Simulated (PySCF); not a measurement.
## C₆ coefficients of unlike pairs at revPBE

Calculated with PySCF 2.14 from the dipole response of each species, C₆(A,B) = (3/π) ∫ α_A(iu) α_B(iu) du, in atomic units, from isotropic polarisabilities. For ions this is the dispersion term alone; charge-induced terms of lower order in 1/R come first.

| species | configuration | basis | relativity | α (bohr³) | C₆ (like pair) |
| --- | --- | --- | --- | --- | --- |
| Rb | [Kr] 5s1 (2S) | x2c-QZVPPall with one added diffuse shell each of s, p, d, f, g type (14s9p8d4f3g) | spin-free X2C | 412.1 | 6766 |
| Ag²⁺ | [Kr] 4d9 (2D) | aug-cc-pVTZ-PP with one added diffuse shell each of s, p, d, f, g type with ECP28MDF (7s7p6d4f3g) | core potential | 6.328 | 32.75 |
| Ni²⁺ | [Ar] 3d8 (3F) | aug-cc-pVTZ (8s7p5d3f2g) | none | 3.289 | 9.226 |
| Mg⁺ | [Ne] 3s1 (2S) | aug-cc-pV5Z (8s7p5d4f3g2h) | none | 35.21 | 154.7 |

**Question.** Estimate C₆ for Mg⁺ with Rb.

**Answer.** The integral gives 895.1. The combination rule 2 C_A C_B / (C_A α_B/α_A + C_B α_A/α_B) gives 876.4 and the geometric mean 1023.

No spin-orbit coupling is included.

The other pairs:

```csv
pair,C₆
"Mg⁺, Ni²⁺",25.73
"Ni²⁺, Rb",117.2
"Ag²⁺, Rb",225.8
"Mg⁺, Ag²⁺",49.59
"Ni²⁺, Ag²⁺",17.32
```
